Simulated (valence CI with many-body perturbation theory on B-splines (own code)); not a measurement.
Sensitivity of CI+MBPT for Cs LI

Computed by valence CI with perturbative core correlation (CI+MBPT): three valence electrons over a frozen Dirac-Fock core [He], a basis of 6 s, 6 p, 5 d, 3 f, 1 g functions for each j, with the one-electron correlation potential Σ1 (screened to all orders), the two-electron term Σ2, the three-electron term Σ3, Breit, model QED; selected single and double excitations, second order for the rest, scaled by the run's own slope (own B-spline code, finite nucleus).

No measured spectrum was set against this ion. As an estimate, large intervals hold to a few tenths of a per cent, small ones and those within an open d or f shell to about a per cent.

The reference run has the lowest level (2s^2 2p1/2) J=1/2 and an ionisation energy of 9623.51 eV. Its largest variational space holds 3754 state functions.

Levels are named by their leading jj configuration (3d3/2^4 stands for four electrons in 3d with j = 3/2), which in mixed levels can hold well under half, so a name can repeat and another be missing. Letters in brackets count levels of one name in rising energy.

Changed runs:
A. size limit of the variational space 10000 → 3000
B. lowest core n in screening and Σ2 1 → 3; logarithmic knot step 0.27 → 0.33
C. correlating orbitals by l 3 3 3 2 1 → 3 3 5 4 2
D. start configuration 2s2 2p1 → 2s2 2p2 (bad on purpose)

Excitation energies of the reference run in cm⁻¹, and shifts in cm⁻¹:

| Level | Reference | A | C |
| --- | --- | --- | --- |
| (2s 2p1/2^2) J=1/2 | 1355110 | 0 | -0.9 |
| (2s^2 2p3/2) J=3/2 | 3132720 | 0 | +3.5 |
| (2s 2p1/2 2p3/2) J=3/2 [a] | 4077660 | 0 | +70 |
| (2s 2p1/2 2p3/2) J=5/2 | 4338230 | 0 | -19 |
| (2s 2p1/2 2p3/2) J=1/2 | 4750780 | +0.1 | -28 |
| (2s 2p1/2 2p3/2) J=3/2 [b] | 4751010 | +0.1 | -83 |
| (2p1/2^2 2p3/2) J=3/2 | 6197980 | +0.1 | -81 |
| (2s 2p3/2^2) J=5/2 | 7356630 | 0 | +14 |
| (2s 2p3/2^2) J=1/2 | 7964720 | 0 | -86 |
| (2s 2p3/2^2) J=3/2 | 7973130 | +0.1 | -63 |
| (2p1/2 2p3/2^2) J=3/2 | 9067860 | 0 | -7.4 |
| (2p1/2 2p3/2^2) J=5/2 | 9228760 | 0 | -109 |
| Ionisation energy (eV) | 9623.51 | 0 | +0.0086 |

Run B: It gave no result: the setting left no core shell for the response of the core. The program said: "need at least one array to concatenate".

Run D: It gave no result: the electrons of core and valence do not add up to the charge. The program said: "core and valence hold 6 electrons, the ion has 5".
